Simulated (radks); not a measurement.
Q: Radial electron density D(r) = 4 pi r^2 rho(r) of an atom or ion with 3 electrons. Calculated with a radial shooting solver on a logarithmic mesh with Libxc functionals: scalar-relativistic Kohn-Sham, r2SCAN, spin-polarised, spherical densities, finite nucleus; meta-GGA in the generalised Kohn-Sham scheme; Fermi nuclear charge, rms radius of each element as measured or else 0.836 A^(1/3) + 0.57 fm.

r (bohr)  D(r) (e/bohr)  spin D(r)
0.02869          0.2909    0.00631
0.03184          0.3493    0.00757
0.03533          0.4182    0.00905
0.0392           0.4992     0.0108
0.04349          0.5940     0.0128
0.04826          0.7040     0.0152
0.05312          0.8207     0.0177
0.05895          0.9647     0.0207
0.06541           1.128     0.0242
0.07258           1.313     0.0281
0.08053           1.517     0.0323
0.08936           1.743     0.0369
0.09915           1.986     0.0418
0.11              2.245     0.0469
0.1221            2.515     0.0520
0.1344            2.768     0.0566
0.1491            3.038     0.0612
0.1654            3.295     0.0650
0.1836            3.527     0.0678
0.2037            3.719     0.0692
0.226             3.860     0.0688
0.2508            3.935     0.0663
0.2783            3.935     0.0614
0.3088            3.851     0.0542
0.3399            3.697     0.0457
0.3771            3.450     0.0348
0.4185            3.130     0.0231
0.4643            2.754     0.0119
0.5152            2.343    0.00276
0.5717            1.923   -0.00239
0.6344            1.520   -0.00164
0.7039            1.159    0.00678
0.781            0.8596     0.0249
0.8597           0.6477     0.0517
0.954            0.4910     0.0916
1.059            0.4047      0.141
1.175            0.3761      0.195
1.303            0.3878      0.251
1.446            0.4218      0.304
1.605            0.4576      0.344
1.78             0.4803      0.367
1.976            0.4800      0.367
2.175            0.4558      0.346
2.413            0.4052      0.305
2.677            0.3360      0.250
2.971            0.2585      0.189
3.297            0.1833      0.132
3.658            0.1190     0.0832
4.059           0.07016     0.0475
4.504           0.03729     0.0242
4.997           0.01771     0.0109
5.501          0.008002    0.00456
6.104          0.002990    0.00152
6.773         0.0009726   0.000434
7.515         0.0002722   0.000103

What is the nuclear charge?

A: Z = 4. The innermost maximum, from 1s, lies near gamma/Z bohr with gamma = sqrt(1 - (Z/c)^2) = 1.000, here 0.25 bohr (found: 0.263), and its height grows with Z. The density is that of the beryllium ion Be+ in [He] 2s(up 0.875, down 0.125); the configuration itself is not fixed sharply by these data. D(r) has 2 maxima, at r = 0.263, 1.87 bohr, and minima at 1.19 bohr, inside which lie 2.06 electrons.
